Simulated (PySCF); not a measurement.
## Ionisation energy along the 3-electron series

Calculated with PySCF 2.14 and a two-component X2C-1e Hamiltonian (Gaussian nucleus, no Breit or QED terms), each ion in its own even-tempered basis scaled to its charge; GMP2 freezes nothing and drops the highest virtual spinors. Values in eV. NIST values: (m) measured, (s) semi-empirical, (t) theoretical.

```tsv
ion	configuration	GHF (screened spin-orbit)	GMP2 (screened spin-orbit)	NIST
Se³¹⁺	[He] 2s1	3638.1	3638.3	3636.5 (t)
Br³²⁺	[He] 2s1	3870.8	3871.0	3869.0 (t)
Rb³⁴⁺	[He] 2s1	4359.1	4359.2	4356.9 (t)
```

Q: Fill in the row of Kr³³⁺.

A: configuration: [He] 2s1; GHF (screened spin-orbit): 4111.1; GMP2 (screened spin-orbit): 4111.3; NIST: 4109.1 (t).
